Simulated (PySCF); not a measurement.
Species: C4H11NO2Si.
Z-matrix (Å and degrees, PBE0-D3(BJ)/def2-SVP geometry), rows numbered from 1:
```
C 
C   1  1.4992
O   2  1.2079  1  124.98
O   2  1.3347  1  113.15  3  -179.83
Si  4  1.7320  2  116.90  1   179.73
N   5  1.7160  4  109.10  2  -178.97
C   6  1.4422  5  122.00  4   -81.61
C   6  1.4424  5  121.99  4    82.63
H   1  1.0997  2  109.72  3  -123.80
H   1  1.1001  2  109.45  3   119.05
H   1  1.0955  2  110.04  3    -2.11
H   5  1.4838  4  107.42  2   -61.78
H   5  1.4842  4  107.22  2    63.82
H   7  1.1004  6  110.71  5   -18.11
H   7  1.1078  6  112.55  5   102.38
H   7  1.1058  6  110.87  5  -137.37
H   8  1.1058  6  110.87  5   137.03
H   8  1.1004  6  110.71  5    17.79
H   8  1.1078  6  112.54  5  -102.70
```

Method: TDDFT CAM-B3LYP/def2-SVPD, vertical, gas phase, core orbitals frozen in the response (PySCF).

Frontier orbitals with the atoms that hold most of them (Löwdin shares over 4%, at most four atoms; ? is withheld):

```json
{"orbital": "LUMO+2", "ε (eV)": "1.48", "atoms": "C1 14%, Si5 10%, C2 8%, C8 7%"}
{"orbital": "LUMO+1", "ε (eV)": "1.30", "atoms": "C2 35%, O3 28%, O4 12%, C1 9%"}
{"orbital": "LUMO", "ε (eV)": "1.04", "atoms": "?"}
{"orbital": "HOMO", "ε (eV)": "-8.11", "atoms": "N6 54%, C8 9%, C7 9%, Si5 6%"}
{"orbital": "HOMO-1", "ε (eV)": "-9.58", "atoms": "?"}
{"orbital": "HOMO-2", "ε (eV)": "-10.40", "atoms": "O4 36%, O3 21%, Si5 15%, H13 10%"}
{"orbital": "HOMO-3", "ε (eV)": "-11.20", "atoms": "O4 28%, Si5 17%, N6 13%, H12 9%"}
```

(1) Give the leading atoms of the HOMO-1.

(2) Which atoms hold the LUMO, and with what shares?

(3) How does S1 compare with the orbital gap of 9.15 eV?

(4) Give energy, strength and leading configuration of S1, S2 and S4, and follow the Löwdin shares of the leading atoms from the occupied to the empty orbital.

## Answers

(1) O3 (bonded to C) 66%; O4 (bonded to C and Si) 10%; C1 (bonded to C and 3 H) 8%; C2 (bonded to C and 2 O) 8%. By element: oxygen 77%, carbon 15% or more.

(2) Si5 (bonded to N, O and 2 H) 20%; C8 (bonded to N and 3 H) 10%; C7 (bonded to N and 3 H) 10%; O4 (bonded to C and Si) 8%. By element: silicon 20%, carbon 20% or more, oxygen 8% or more.

(3) S1 is at 5.82 eV (f = 0.0008), 3.33 eV below the gap, made of HOMO-1→LUMO+1 (84%), HOMO→LUMO+1 (11%). Its leading pair isn't HOMO and LUMO; the energies of that pair differ by 10.88 eV. Without the coupling terms of the response equations the lowest excitation would equal the gap.

(4) 
- S1 (5.82 eV, f 0.0008), HOMO-1→LUMO+1 (84%): O3 66% → 28%, O4 10% → 12%, C2 8% → 35%; low, almost dark, from the terminal oxygen into the C=O bond, the pattern of n→π*
- S2 (6.19 eV, f 0.010), HOMO→LUMO (79%): N6 54% → at most 8%, C8 9% → 10%, Si5 6% → 20%
- S4 (7.06 eV, f 0.0006), HOMO→LUMO+1 (72%): N6 54% → at most 9%, C8 9% → at most 9%, C2 at most 6% → 35%, O3 at most 6% → 28%

One conformer stands for the species.
